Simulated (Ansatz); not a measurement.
Relaxation of C₂H₁₁NSi₂ (16 atoms, charge 0, multiplicity 1), to a largest force component of 0.02 eV/Å in at most 40 steps.

Computed with RKS PBE-D4/STO-3G in Ansatz.

```xyz
16
Properties=species:S:1:pos:R:3:forces:R:3
C 1.846 1.348 0.068 -2.12 3.71 -0.57
C 1.599 -0.113 0.214 -0.02 -1.84 1.45
Si 0.288 -0.896 -0.907 0.91 -0.73 0.02
Si -1.726 -0.163 -0.310 -2.58 1.05 -2.40
N -2.240 -0.568 1.274 1.47 2.67 1.51
H 0.884 1.962 0.299 1.48 -0.95 -0.23
H 2.114 1.655 -0.964 0.10 -0.26 -0.04
H 2.627 1.759 0.722 0.29 -0.19 0.36
H 1.356 -0.308 1.303 0.03 -0.05 -0.89
H 2.565 -0.600 0.045 0.32 -0.57 -0.12
H 0.383 -2.379 -0.729 -0.10 0.85 -0.20
H 0.634 -0.559 -2.298 -0.24 -0.13 0.30
H -1.968 1.323 -0.438 0.48 -1.09 0.04
H -2.862 -0.796 -1.134 1.33 0.63 -0.06
H -3.147 -0.155 1.502 -1.04 0.75 0.26
H -2.375 -1.531 1.396 -0.30 -3.86 0.57
```

Q: Where does it end, and by what steps?

A: The run converged. The force dipped under the threshold on the way, but the program's further checks kept it going. Limits of this set-up: minimal basis. After 8 steps the energy has fallen by 0.769 eV; H14 moved furthest, 0.20 Å.

| step | energy less start (eV) | largest force component (eV/Å) | accepted |
| --- | --- | --- | --- |
| 0 | 0.0000 | 3.855 | yes |
| 1 | -0.6888 | 0.995 | yes |
| 2 | -0.7391 | 0.381 | yes |
| 3 | -0.7645 | 0.152 | yes |
| 4 | -0.7684 | 0.054 | yes |
| 5 | -0.7677 | 0.146 | no |
| 6 | -0.7654 | 0.231 | no |
| 7 | -0.7690 | 0.019 | yes |
| 8 | -0.7694 | 0.014 | yes |

```xyz
16
Properties=species:S:1:pos:R:3
C 1.739 1.384 0.090
C 1.620 -0.161 0.234
Si 0.284 -0.918 -0.876
Si -1.775 -0.132 -0.380
N -2.125 -0.455 1.373
H 0.790 1.884 0.363
H 1.987 1.670 -0.950
H 2.533 1.783 0.750
H 1.402 -0.407 1.291
H 2.598 -0.622 -0.004
H 0.317 -2.368 -0.729
H 0.603 -0.624 -2.268
H -1.866 1.314 -0.542
H -2.770 -0.707 -1.294
H -3.136 -0.150 1.527
H -2.223 -1.514 1.461
```

Whether the end is a true minimum wasn't checked by a vibrational analysis.

Time of the run: 33 s on 1 thread of Arm Neoverse V2 (shared host), peak memory 0.13 GiB.
